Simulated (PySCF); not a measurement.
## Electron correlation in Pb⁷³⁺ (lead, charge +73)

[He] 2s2 2p5, 2P determinant. All numbers are calculated (PySCF 2.14, the spin-free X2C one-electron Hamiltonian (Gaussian nucleus), in an even-tempered Gaussian basis (18 s from 54 bohr⁻², ratio 2.2; 13 p from 70 bohr⁻², ratio 2.2; 5 d from 270 bohr⁻², ratio 2.4; 5 f from 410 bohr⁻², ratio 2.4; 4 g from 610 bohr⁻², ratio 2.4)). Frozen: nothing; 9 electrons correlated; the 9 highest virtual orbitals of each spin left out.

MP2 pair energies summed by pair of shells (mhartree):

| pair | energy | share (%) |
| --- | --- | --- |
| 2p-2p | -169.55 | 40.7 |
| 2s-2p | -100.26 | 24.1 |
| 1s-1s | -64.73 | 15.5 |
| 1s-2p | -45.71 | 11.0 |
| 1s-2s | -20.56 | 4.9 |
| 2s-2s | -15.75 | 3.8 |

Total MP2 correlation energy: -416.55 mhartree.

At this charge the one-electron X2C treatment keeps the bare 1/r₁₂, with no two-electron picture change or Breit term. That inflates the 1s pair energies well beyond their four-component values; and a scalar Hamiltonian misses the large spin-orbit splitting of the p shells, which matters for ns² → np² pairs.
